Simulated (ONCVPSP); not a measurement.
# Before and after: ONCV potential for boron

- Element: B
- Generator: ONCVPSP 4.0.1
- Type: optimised norm-conserving Vanderbilt (ONCV)
- Functional: PBE
- Relativity: scalar-relativistic
- Frozen core: [He]
- Valence charge: 3
- Reference configuration: 2s2 2p1
- Partial waves: 2s: rc 1.25 bohr, ncon 3, nbas 7, qcut 5.5 1/bohr, 1 projector; 2p: rc 3.05 bohr, ncon 4, nbas 9, qcut 4.4 1/bohr, 2 projectors, debl 3.1 Ha
- Local potential: polynomial inside 1.00 bohr (lpopt 4, dvloc0 0 Ha)
- Core correction: none

All-electron outer shells of the reference configuration (PBE, scalar-relativistic, ld1.x):

| shell | level (eV) | outermost node (bohr) | outermost maximum (bohr) |
| --- | --- | --- | --- |
| 1s | -180.59 | – | 0.21 |
| 2s | -9.44 | 0.46 | 1.52 |
| 2p | -3.61 | – | 1.57 |

Change: all radii scaled by about 1.33 (s 1.66, p 4.04 bohr); local potential polynomial inside 1.32 bohr (lpopt 4, dvloc0 0 Ha).

Cutoffs: the cutoffs (Ha) at which the residual kinetic energy of the hardest occupied pseudo-wave falls to 1 and 0.1 mHa per electron; they do not see the model core or the augmentation charge, which bear on the density cutoff. Errors are all-electron minus pseudo energies relative to the spin-unpolarised reference configuration.

Q: How do hardness, ghosts and transferability respond?

A: The potential gets softer (12 Ha and 17 Ha → 9.6 Ha and 13 Ha); of the 4 tests that both files solve, the error grows in 3 and shrinks in 0 by more than 15 % and 0.3 meV (median size 86.7 → 178.8 meV); neither file shows a bound ghost. A larger radius leaves more room for a smooth pseudo-wave, so fewer plane waves are needed. More of the atom is replaced by a form fitted at one configuration, so other configurations suffer.

| quantity | base | changed |
| --- | --- | --- |
| cutoff, loose | 12 Ha | 9.6 Ha |
| cutoff, tight | 17 Ha | 13 Ha |
| loose cutoff by channel | s 12 Ha, p 6.1 Ha | s 9.6 Ha, p 4.8 Ha |
| bound ghosts | none | none |
| GHOST(+) flags under 300 eV | none | p at 86.4 eV |
| error for 2s2 2p0, meV [ΔE 8.22 eV] | +97 | +195 |
| error for 2s1 2p0, meV [ΔE 33.64 eV] | +313 | +552 |
| error for 2s2 2p0.5, meV [ΔE 2.89 eV] | +14 | +16 |
| error for 2s0 2p3, meV [ΔE 11.72 eV] | -76 | -163 |
